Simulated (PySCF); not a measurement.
Spinor energies of Zn⁺ (zinc, charge +1)

Start: [Ar] 3d10 4s1; 4s1/2 filled at m_j = +1/2. Calculated with PySCF 2.14 in x2c-TZVPall-2c with one added diffuse shell each of s, p, d type (7s8p5d1f, 63 functions): generalised Hartree-Fock with the X2C-1e Hamiltonian and a Gaussian nucleus; one run each with spin-orbit coupling (SO) switched off, then screened by Boettger's factors.

| spinor shell | electrons | ε, spin-free (eV) | ε, screened SO (eV) | weight of nominal j (screened SO) | rms radius, screened SO (bohr) |
| --- | --- | --- | --- | --- | --- |
| 1s1/2 | 2 | -9739.3 | -9739.1 | 1.000 | 0.0580 |
| 2s1/2 | 2 | -1242.8 | -1242.8 | 1.000 | 0.244 |
| 2p1/2 | 2 | -1074.2 | -1090.6 | 1.000 | 0.217 |
| 2p3/2 | 4 | -1074.2 | -1066.3 | 1.000 | 0.220 |
| 3s1/2 | 2 | -167.15 | -167.15 | 1.000 | 0.732 |
| 3p1/2 | 2 | -114.94 | -117.18 | 1.000 | 0.770 |
| 3p3/2 | 4 | -114.94 | -113.85 | 1.000 | 0.781 |
| 3d3/2 | 4 | -30.168 | -30.431 | 1.000 | 0.995 |
| 3d5/2 | 6 | -30.168 | -29.993 | 1.000 | 1.00 |
| 4s1/2 | 1 | -16.991 | -16.991 | 1.000 | 2.70 |

```csv
quantity,spin-free,screened SO
E (hartree),-1793.94085,-1793.99190
M_J,1/2,1/2
⟨J²⟩,0.751,0.751
⟨L²⟩,0.000,0.002
⟨S²⟩,0.751,0.753
```

Without spin-orbit coupling the j labels of p, d and f shells carry no meaning; the spin-free column gives the mean over the occupied spinors of each nl shell.
